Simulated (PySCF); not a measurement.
A calculated (M06-L, PySCF 2.14, x2c-SVPall, scalar relativity by spin-free X2C-1e) atom or ion has these occupied shells.

| shell | electrons | orbital energy (eV) | rms radius, mean of both spins (bohr) |
| --- | --- | --- | --- |
| 1s α | 1 | -6452.6 | 0.0704 |
| 1s β | 1 | -6452.5 | 0.0704 |
| 2s α | 1 | -762.59 | 0.302 |
| 2s β | 1 | -759.72 | 0.302 |
| 2p α | 3 | -644.76 | 0.273 |
| 2p β | 3 | -642.62 | 0.273 |
| 3s α | 1 | -100.35 | 0.915 |
| 3s β | 1 | -93.167 | 0.915 |
| 3p α | 3 | -67.278 | 0.986 |
| 3p β | 3 | -60.263 | 0.986 |
| 3d α | 5 | -16.891 | 1.32 |
| 4s α | 1 | -12.471 | 3.04 |

Task: Name the element and its charge.

Result: Mn⁺ (manganese, charge +1), in [Ar] 3d5 4s1, high-spin 7S determinant.
